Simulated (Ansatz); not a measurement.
P2PdH6⁺, that is Pd(PH3)2 with one electron fewer. Total charge 1; doublet. Geometry PBE0-D4/def2-SVP, that of the neutral singlet; atoms count from 1.

```csv
atom,x (Å),y (Å),z (Å)
Pd1,0.012,-0.006,0.021
P2,0.679,2.146,0.217
H3,-0.271,3.193,0.385
H4,1.412,2.780,-0.826
H5,1.540,2.561,1.273
P6,-0.675,-2.149,-0.209
H7,-1.346,-2.825,0.849
H8,0.253,-3.193,-0.484
H9,-1.605,-2.508,-1.225
```

In the def2 sets Pd takes a core potential; there is no spin–orbit coupling.

Q: Estimate the Mulliken populations from the PBE0/def2-TZVP orbitals of Ansatz.

A: 
```json
{"atom": "Pd1", "charge (e)": "0.31", "spin (α − β)": "0.91", "d electrons": "9.02"}
{"atom": "P2", "charge (e)": "-0.13", "spin (α − β)": "0.05", "d electrons": "–"}
{"atom": "H3", "charge (e)": "0.16", "spin (α − β)": "0.00", "d electrons": "–"}
{"atom": "H4", "charge (e)": "0.16", "spin (α − β)": "0.00", "d electrons": "–"}
{"atom": "H5", "charge (e)": "0.16", "spin (α − β)": "0.00", "d electrons": "–"}
{"atom": "P6", "charge (e)": "-0.13", "spin (α − β)": "0.05", "d electrons": "–"}
{"atom": "H7", "charge (e)": "0.16", "spin (α − β)": "0.00", "d electrons": "–"}
{"atom": "H8", "charge (e)": "0.16", "spin (α − β)": "0.00", "d electrons": "–"}
{"atom": "H9", "charge (e)": "0.16", "spin (α − β)": "0.00", "d electrons": "–"}
```
Mulliken values and Mayer orders depend strongly on the basis.

Q: Where does the spin sit?

A: Summed by element: Pd 0.91, P 0.10, H -0.01, of 1 unpaired in all. Largest on single atoms: Pd1 0.91, P6 0.05, P2 0.05.

Q: And the Mayer bond orders between bonded heavy atoms (over 0.3)?

A: Pd1–P2 0.79 (2.26 Å); Pd1–P6 0.79 (2.26 Å).
